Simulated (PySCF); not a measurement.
A structure optimised at B3LYP-D3(BJ)/def2-SVP, used in a PySCF frequency run:

```
Te
C 1 2.1754
H 2 1.0977 1 109.67
H 2 1.0977 3 110.72 1 -121.15
H 2 1.0984 3 109.66 4 -121.14
C 1 2.1754 2 93.69 3 -60.89
H 6 1.0977 1 109.67 2 60.89
H 6 1.0977 7 110.72 1 121.15
H 6 1.0984 7 109.66 8 121.14
```
Charge 0, spin multiplicity 1.

Task: Write its SMILES, formula and point group.

Result: C[Te]C, C2H6Te, C2v

Task: What are its rotational constants (standard atomic weights)?

Result: 8.0626, 5.8727, 3.5550 GHz
